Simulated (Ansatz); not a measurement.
`B[SiH](F)F` + HCl → `B[SiH](F)Cl` + H–F at 500 K and 1 bar (ligand exchange at the Si–F bond).

Calculated with Ansatz (gas phase, PBE0-D4/def2-TZVP geometries, no zero-point term in ΔE). CCSD(T)/CBS adds triple-zeta CCSD(T) − MP2 to the extrapolated MP2 energy (def2 sets, frozen cores). This one scheme is used for every species.

```tsv
species	CCSD(T)/CBS energy (Eh)	H − E (kJ/mol)	S (J/(mol·K))
`B[SiH](F)F`	-515.35308	127.5	369.5
HCl	-460.38127	32.5	201.9
`B[SiH](F)Cl`	-875.32432	126.2	374.3
H–F	-100.39570	39.4	188.7
```

H − E and S are ideal-gas, rigid-rotor, harmonic terms from PBE0-D4/def2-TZVP, for one conformer and one mirror image of each species. 1 Eh = 2625.50 kJ/mol, R = 8.31446 J/(mol·K).

Problem. By hand: ΔE, ΔH, ΔS and ΔG.

Solution. ΔE = (-875.32432) + (-100.39570) − (-515.35308) − (-460.38127) = 0.01433 Eh = 37.6 kJ/mol. Δ(H − E) = 126.2 + 39.4 − 127.5 − 32.5 = 5.6, so ΔH = 43.2 kJ/mol. ΔS = 374.3 + 188.7 − 369.5 − 201.9 = -8.4 J/(mol·K). ΔG = 43.2 − 500 × (-8.4)/1000 = 47.4 kJ/mol.

Problem. By hand: the equilibrium constant, and the temperature at which ΔG would vanish if ΔH and ΔS stayed fixed.

Solution. log₁₀ K = −ΔG/(RT ln 10) = -5.0. ΔH and −TΔS have one sign here, so there is no such temperature.

The number of gas molecules stays the same, so ΔS is small and ΔH decides. A doubt of 5 kJ/mol in ΔE shifts log₁₀ K by 0.5 here. Other conformers and mirror images would add mixing entropy, several J/(mol·K) or more a flexible species. Modes under 60 cm⁻¹, often nearly free rotors, make the harmonic entropy too high. These are equilibria of isolated gas molecules and say nothing of rates. Largest T1 diagnostic: 0.012 (customary marks: 0.02 for closed shells, 0.045 for open ones).

ΔS is within the doubt of such terms, so its sign, and with it that verdict, could turn.
